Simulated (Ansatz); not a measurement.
The first iterations of a band of CH7BN2 (11 atoms, charge 0, multiplicity 1).

All numbers below come from UKS LDA/def2-SVP (Ansatz 0.2.0).

```yaml
movable_images: 5
climbing_image: yes
spring: 0.1 eV/Å²
optimiser: quadratic models (default)
start_path: through a guess of the saddle point
force_threshold: 0.05 eV/Å
iteration_limit: 60
end_points: relaxed
```

First end point:

```xyz
11
Properties=species:S:1:pos:R:3
B 0.163 -0.084 0.104
N 1.459 0.432 -0.123
N -0.033 -1.222 0.919
H 0.721 -1.743 1.370
C -1.080 0.605 -0.585
H 2.315 0.025 0.257
H 1.617 1.253 -0.706
H -0.961 -1.606 1.094
H -2.028 0.425 -0.036
H -1.221 0.209 -1.616
H -0.953 1.705 -0.679
```

Last end point:

```xyz
11
Properties=species:S:1:pos:R:3
B -0.953 -0.574 0.211
N 2.085 0.235 0.338
N -0.675 -1.500 1.007
H 1.353 -0.419 0.660
C -1.254 0.564 -0.758
H 2.094 0.192 -0.690
H 1.777 1.181 0.598
H -0.486 -2.256 1.646
H -2.001 1.273 -0.342
H -1.632 0.187 -1.731
H -0.307 1.117 -0.939
```

| iteration | highest image above the first end (eV) | largest band force component (eV/Å) |
| --- | --- | --- |
| 1 | 3.918 | 19.251 |
| 2 | 2.861 | 1.821 |
| 3 | 2.655 | 1.546 |
| 4 | 2.641 | 1.161 |
| 5 | 2.662 | 0.888 |
| 6 | 2.624 | 0.619 |
| 7 | 2.641 | 0.911 |
| 8 | 2.591 | 1.048 |
| 9 | 2.559 | 0.317 |
| 10 | 2.558 | 0.484 |
| 11 | 2.553 | 0.335 |
| 12 | 2.553 | 0.265 |
| 13 | 2.555 | 0.922 |
| 14 | 2.561 | 0.294 |
| 15 | 2.582 | 0.382 |

**Question.** Does the band converge within its limit, and where does its top end?

**Answer.** It converged. It ended after 45 iterations with the highest image 2.558 eV above the first end. The order of the stationary point at the top wasn't checked. The orbitals stay closed-shell, which can raise the energy where a bond breaks towards radicals; this wasn't checked here.

Run time: 4.3 min on 2 threads of Arm Neoverse V1, on a shared host, peak memory 0.13 GiB.
